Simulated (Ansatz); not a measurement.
`C[Se][SiH3]` + `[SiH3][SeH]` → `C[Se][Se][SiH3]` + SiH₄ at 400 K and 1 bar (ligand exchange at the Se–Si bond).

Program: Ansatz. Geometries: PBE0-D4/def2-TZVP. ΔE: electronic, gas phase. CCSD(T)/CBS is the MP2 limit (def2-TZVPP, def2-QZVPP) plus CCSD(T) − MP2 in def2-TZVPP, frozen cores. This one scheme is used for every species. For Se outer-core shells are correlated without core-valence functions, which leaves a few kJ/mol of doubt a bond. Scalar relativity is left out up to krypton. Each species was taken in one conformer, which may not be the lowest.

```tsv
species	CCSD(T)/CBS energy (Eh)	H − E (kJ/mol)	S (J/(mol·K))
`C[Se][SiH3]`	-2731.45956	192.7	355.7
`[SiH3][SeH]`	-2692.20088	107.1	307.6
`C[Se][Se][SiH3]`	-5132.18229	202.8	414.6
SiH₄	-291.46306	96.9	218.6
```

H − E and S are ideal-gas, rigid-rotor, harmonic terms from PBE0-D4/def2-TZVP, for one conformer and one mirror image of each species. 1 Eh = 2625.50 kJ/mol, R = 8.31446 J/(mol·K).

Problem. By hand: ΔE, ΔH, ΔS and ΔG.

Solution. ΔE = (-5132.18229) + (-291.46306) − (-2731.45956) − (-2692.20088) = 0.01509 Eh = 39.6 kJ/mol. Δ(H − E) = 202.8 + 96.9 − 192.7 − 107.1 = -0.1, so ΔH = 39.5 kJ/mol. ΔS = 414.6 + 218.6 − 355.7 − 307.6 = -30.1 J/(mol·K). ΔG = 39.5 − 400 × (-30.1)/1000 = 51.5 kJ/mol.

Problem. By hand: the equilibrium constant, and the temperature at which ΔG would vanish if ΔH and ΔS stayed fixed.

Solution. log₁₀ K = −ΔG/(RT ln 10) = -6.7. ΔH and −TΔS have one sign here, so there is no such temperature.

ΔH outweighs TΔS. A doubt of 5 kJ/mol in ΔE shifts log₁₀ K by 0.7 here. Other conformers and mirror images would add mixing entropy, several J/(mol·K) or more a flexible species. These are equilibria of isolated gas molecules and say nothing of rates. Largest T1 diagnostic: 0.011 (customary marks: 0.02 for closed shells, 0.045 for open ones).
